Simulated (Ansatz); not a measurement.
Program: Ansatz. Geometries: PBE0-D4/def2-TZVP. ΔE: electronic, gas phase. CBS: MP2 limit from def2 TZ/QZ plus the TZ coupled-cluster correction, frozen cores. This one scheme is used for every species. DFT in def2-TZVPP. Each species was taken in one conformer, which may not be the lowest.

Consider the ligand exchange at the Si–C bond: `F/C(S)=C\[SiH3]` + `[CH3][AlH][SH]` → `[CH3][AlH][S][SiH3]` + `C=C(F)S`.

Q: Is it downhill or uphill in electronic energy at CCSD(T)/CBS, and by how much? (An estimate is asked.)

A: Computed: Downhill: ΔE = -50.7 kJ/mol.

Q: What do these levels give: PBE-D4, r2SCAN-D4, PBE0-D4, ωB97M-V, B2PLYP, HF/CBS(def2)? (An estimate is asked.)

A: Computed: PBE-D4 -48.0, r2SCAN-D4 -49.0, PBE0-D4 -50.8, ωB97M-V -48.5, B2PLYP -45.7, HF/CBS(def2) -49.4 kJ/mol.

Largest T1 diagnostic among the species: 0.013.

From PBE to PBE0 (25 % exact exchange), in def2-TZVPP and without D4, ΔE moves by −3.1 kJ/mol. The D4 term adds −4.5 kJ/mol with B3LYP and −2.4 kJ/mol with PBE0; it sums over pairs of atoms, weighted by their polarisabilities, and B3LYP, whose exchange is more repulsive, gets the larger term.

B3LYP here is the variant with VWN-RPA as its local correlation; programs differ in this.
